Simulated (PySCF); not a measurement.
C₄H₃Cl₃O₂.
Geometry (GFN2-xTB, Å), atoms numbered from 1 in this order:
```xyz
12
C4H3Cl3O2 angstrom
C     -0.0435   -1.4930   -0.4286
C     -0.1213   -0.2293   -0.0256
C      1.0389    0.7059   -0.1824
O      1.0479    1.8584    0.1505
O      2.0934    0.1099   -0.7462
C     -1.3348    0.3812    0.6090
Cl    -0.9200    0.9721    2.2390
Cl    -1.9012    1.7502   -0.3827
Cl    -2.6756   -0.7618    0.7715
H      0.8625   -1.8627   -0.8762
H     -0.8671   -2.1773   -0.3236
H      2.8222    0.7457   -0.8306
```

Method used: TDDFT B3LYP/def2-SVPD, vertical, gas phase, core orbitals frozen in the response (PySCF).

Ground-to-excited transition dipoles (e·a0, same axes as the geometry; the sign carries no meaning), for the states with f of 0.002 or more among the lowest 8:

| state | E (eV) | μx | μy | μz |
| --- | --- | --- | --- | --- |
| S3 | 5.473 | -0.133 | 0.437 | 0.179 |
| S5 | 6.028 | -0.047 | 0.036 | -0.126 |
| S7 | 6.142 | 0.043 | 0.254 | 0.055 |
| S8 | 6.319 | -0.070 | 0.051 | -0.183 |

What oscillator strength does each state have?

f = (2/3) ΔE |μ|² with ΔE in hartree (27.2114 eV).

```json
{"state": "S3", "|μ|² (au)": "0.241", "|μ| (D)": "1.25", "f": "0.032"}
{"state": "S5", "|μ|² (au)": "0.019", "|μ| (D)": "0.35", "f": "0.003"}
{"state": "S7", "|μ|² (au)": "0.070", "|μ| (D)": "0.67", "f": "0.010"}
{"state": "S8", "|μ|² (au)": "0.041", "|μ| (D)": "0.51", "f": "0.006"}
```

What is the point group, and which symmetry does each of these states have?

Cs. The ground state is totally symmetric, so the direction of μ fixes the label. Polarised normal to the mirror plane, so A″: S5 and S8. Polarised in the mirror plane, so A′: S3 and S7.

What angle do the transition dipoles of S3 and S7 make?

|cos θ| = |μa·μb| / (|μa| |μb|) = 0.89, so θ ≈ 27° (taken between 0 and 90°, since the signs are arbitrary).

How is the summed strength of these states shared among x, y and z?

(2/3) Σ ΔE μα² gives 0.004 for x, 0.036 for y and 0.012 for z, 0.052 in all.

What peak molar absorption coefficient would the strongest computed level give as a lone Gaussian band 0.3 eV wide at half height?

ε(max) = 2.175×10⁸ f / FWHM, with the width in cm⁻¹. S3: 2.175×10⁸ × 0.0323 / 2420 ≈ 2900 L mol⁻¹ cm⁻¹.

One conformer stands for the species.
